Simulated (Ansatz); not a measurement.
Geometry optimisation, RHF/def2-SVP (Ansatz 0.2.0).

input.yaml

```yaml
crystal:
  periodic: [false, false, false]
  atoms:
    - { symbol: Ge, position_ang: [0.0, 0.0, 0.0] }
    - { symbol: H, position_ang: [0.0, 0.0, 1.55] }
    - { symbol: Cl, position_ang: [2.0935, 0.0, -0.7393] }
    - { symbol: C, position_ang: [-0.9232, 1.5994, -0.6527] }
    - { symbol: H, position_ang: [-1.9758, 1.3458, -0.8971] }
    - { symbol: H, position_ang: [-0.9048, 2.384, 0.1322] }
    - { symbol: H, position_ang: [-0.4128, 1.976, -1.5636] }
    - { symbol: Cl, position_ang: [-1.0456, -1.8115, -0.7393] }
basis:
  gaussian: { orbitals: def2-SVP }
hamiltonian:
  xc: hf
relax:
  f_tol: 0.02
  max_steps: 40
output:
  orbitals: {}
```

Run as:

```bash
$ ansatz run input.yaml --threads 2 --pin off --max-ram 3072MiB --backend cpu --events-out ev --progress --plain --runs-dir out
```

Question: Where does it end, and by what steps?

Answer: The forces met the threshold. The force dipped under the threshold on the way, but the program's further checks kept it going. After 11 steps the energy has fallen by 0.160 eV; H6 moved furthest, 0.52 Å.

```
step  energy less start (eV)  largest force component (eV/Å)  accepted
   0                  0.0000                           0.986       yes
   1                 -0.1005                           0.345       yes
   2                 -0.1352                           0.143       yes
   3                 -0.1387                           0.022       yes
   4                 -0.1496                           0.073       yes
   5                 -0.1248                           0.831        no
   6                 -0.1554                           0.020       yes
   7                 -0.1564                           0.245       yes
   8                 -0.1589                           0.040       yes
   9                 -0.1597                           0.004       yes
  10                 -0.1597                           0.073       yes
  11                 -0.1599                           0.015       yes
```

```xyz
8
Properties=species:S:1:pos:R:3
Ge -0.037 0.021 0.028
H -0.148 -0.216 1.526
Cl 2.068 0.132 -0.455
C -0.928 1.596 -0.661
H -1.997 1.542 -0.449
H -0.515 2.491 -0.195
H -0.783 1.657 -1.739
Cl -0.829 -1.729 -0.964
```

Whether the end is a true minimum wasn't checked by a vibrational analysis.

The run took 34 s on 2 threads of Arm Neoverse N1, on a shared host, peak memory 0.22 GiB.
